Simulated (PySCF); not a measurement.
Correlation energy of C⁻ (carbon, charge -1)

[He] 2s2 2p3, high-spin 4S determinant. All numbers are calculated (PySCF 2.14, no relativity, point nucleus, in aug-cc-pVTZ (5s4p3d2f, 46 functions)). Frozen: 1s2; 5 electrons correlated.

MP2 pair energies summed by pair of shells (mhartree):

```
 pair  energy  share (%)
2s-2p  -60.24       61.7
2p-2p  -24.30       24.9
2s-2s  -13.06       13.4
```

Total MP2 correlation energy: -97.61 mhartree.

Same-spin part -32.01 and opposite-spin part -65.60 mhartree; SCS-MP2 scales them by 1/3 and 6/5 to -89.39 mhartree.
